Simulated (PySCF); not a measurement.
## Polarisability and C₆ of Si²⁺ (silicon, charge +2)

[Ne] 3s2, closed-shell 1S. Computed with PySCF 2.14 in dyall-acv3z (19s12p6d4f, 113 functions), with the spin-free X2C one-electron Hamiltonian (Gaussian nucleus). Coupled (time-dependent) response in atomic units; α is the mean over directions.

```tsv
method	mean α (bohr³)	C₆ (like pair)	S(−4)
UHF	12.48	44.57	90.23
PBE	11.59	39.68	79.01
PBE0	11.84	41.02	82.24
M06-L	10.87	37.07	65.70
BLYP	11.25	37.99	74.50
```

S(−4) is the Cauchy moment in α(ω) = α(0) + S(−4) ω² + …

α(iu) at UHF:

| u (hartree) | α(iu) (bohr³) |
| --- | --- |
| 0 | 12.48 |
| 0.0500 | 12.26 |
| 0.100 | 11.64 |
| 0.200 | 9.697 |
| 0.300 | 7.602 |
| 0.500 | 4.547 |
| 0.750 | 2.611 |
| 1.00 | 1.683 |
| 1.50 | 0.8937 |
| 2.00 | 0.5799 |
| 3.00 | 0.3295 |
| 5.00 | 0.1699 |

A single London oscillator, α(iu) = α/(1 + u²/ω²), gives C₆ = (3/4) ω α². Matching the computed C₆ needs ω = 4 × 44.57 / (3 × 12.48²) = 0.382 hartree.

For an ion, C₆ is the dispersion term alone; charge-induced terms of lower order in 1/R come first.
